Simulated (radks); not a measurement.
Values are calculated unless marked as measured or tabulated.
Initial-state core-level shifts of neutral calcium when its valence configuration changes from [Ar] 4s2. Level of theory: non-relativistic Kohn-Sham, PBEsol, spin-polarised, spherical densities, point nucleus; open shells are filled with parallel spins first (a radial shooting solver on a logarithmic mesh with Libxc functionals). Shifts are changes of the shell-averaged eigenvalues in eV (positive: less bound); the change of the density at the nucleus, which sets a Mossbauer isomer shift, is in e/bohr^3, on a base of 5313.

| valence | 1s | 2s | 3s | 3p | density at nucleus |
|---|---|---|---|---|---|
| 3d1 4s1 | +2.454 | +2.964 | +2.642 | +2.494 | -2.4549 |
| 3d0.5 4s1.5 | +1.516 | +1.824 | +1.602 | +1.511 | -1.4334 |
| 4s1 4p1 | -1.081 | -1.089 | -1.074 | -1.056 | -1.7175 |
| 3d2 | +2.956 | +3.776 | +3.358 | +3.133 | -4.3058 |
| 4p2 | -2.366 | -2.375 | -2.331 | -2.290 | -3.6495 |
| 3d1 4p1 | +1.439 | +2.017 | +1.650 | +1.499 | -4.1779 |
| 3d0.5 4s1 4p0.5 | +1.050 | +1.362 | +1.136 | +1.051 | -2.1941 |
| 4s1.5 4p0.5 | -0.623 | -0.624 | -0.614 | -0.605 | -0.8213 |
